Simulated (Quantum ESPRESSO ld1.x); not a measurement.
The numbers below are computed, except where a source is named.
Problem. Coherent X-ray form factor from a spherical all-electron density. Code: ld1.x of Quantum ESPRESSO 7.5. Model: scalar-relativistic Kohn-Sham, LDA (Slater exchange, Perdew-Wang correlation), spin-polarised, spherical densities, point nucleus, Perdew-Zunger self-interaction correction.

sin(theta)/lambda (1/angstrom),f0 (electrons)
0.05,24.942
0.1,24.769
0.15,24.484
0.2,24.094
0.25,23.605
0.3,23.028
0.4,21.652
0.5,20.062
0.6,18.358
0.8,14.965
1,12.015
1.25,9.281
1.5,7.531
2,5.751

The species is in the configuration that NIST lists as its ground one. Which atom or ion scatters so?

Solution. The niobium ion Nb16+, [Ar] 3d7. Extrapolating in s^2 from the first two rows gives f0(0) = 25.0, near the electron count 25; among species with that count, the fall with angle is slower the higher Z, and the table is that of Z = 41; from so few rows the species is fixed only to a neighbour or two.
